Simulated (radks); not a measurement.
Q: The caesium ion Cs3.4+, 51.6 electrons, occupied as [Kr] 4d10 5s1.6 5p4 (fractional occupations, a model configuration). Calculated with a radial shooting solver on a logarithmic mesh with Libxc functionals: Dirac Kohn-Sham, PBE, spin-unpolarised, spherical densities, point nucleus; open shells are shared between the two j in proportion to 2j + 1. Some entries of the table are withheld. Estimate them.

orbital     occ.  eigenvalue (eV)  <1/r> (bohr^-1)
1s1/2          2        -35808.43            59.41
2s1/2          2        -5645.295            13.92
2p1/2          2        -5312.849            13.90
2p3/2          4        -4960.559            12.73
3s1/2          2        -1202.172            4.990
3p1/2          2              (1)              (2)
3p3/2          4              (3)              (4)
3d3/2          4        -752.0479            4.470
3d5/2          6        -737.7133            4.396
4s1/2          2        -255.6926            2.036
4p1/2          2        -205.8510            1.929
4p3/2          4        -192.0492            1.836
4d3/2          4        -110.9449            1.605
4d5/2          6        -108.6422            1.582
5s1/2        1.6         -58.9885           0.7972
5p1/2    1.33333         -45.6913           0.7094
5p3/2    2.66667         -43.6224           0.6809

A: 
(1) 3p1/2 eigenvalue (eV): -1063.358
(2) 3p1/2 <1/r> (bohr^-1): 4.901
(3) 3p3/2 eigenvalue (eV): -995.8366
(4) 3p3/2 <1/r> (bohr^-1): 4.611
